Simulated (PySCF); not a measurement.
# Rh (rhodium, neutral) across methods

[Kr] 4d7 5s2, high-spin 4F determinant (an excited configuration). All numbers are calculated (PySCF 2.14, scalar relativity by spin-free X2C-1e, in x2c-QZVPPall (13s8p7d4f2g, 118 functions)).

| method | E (hartree) | mean ε 4d β (eV) | mean ε 5s α (eV) | mean ε 5s β (eV) | Σ⟨r²⟩ (bohr²) | ⟨S²⟩ |
| --- | --- | --- | --- | --- | --- | --- |
| r2SCANh | -4783.59 | -8.859 | -6.054 | -5.319 | 55.32 | 3.761 |
| PBE0 | -4783.27 | -9.618 | -6.287 | -5.535 | 55.48 | 3.757 |
| LDA | -4778.41 | -7.906 | -5.860 | -5.198 | 55.02 | 3.755 |
| wB97M-V | -4783.25 | -12.078 | -8.121 | -7.478 | 55.62 | 3.755 |
| UHF | -4781.19915 | -14.052 | -7.623 | -6.561 | 57.60 | 3.766 |
| r2SCAN | -4783.60 | -8.213 | -5.790 | -5.070 | 55.28 | 3.762 |
| BHandHLYP | -4783.59 | -11.254 | -6.813 | -6.187 | 55.85 | 3.756 |

(1) Estimate the same row for PBE.

Answers

(1) E (hartree) = -4783.20; mean ε 4d β (eV) = -7.905; mean ε 5s α (eV) = -5.620; mean ε 5s β (eV) = -4.910; Σ⟨r²⟩ (bohr²) = 55.46; ⟨S²⟩ = 3.756.
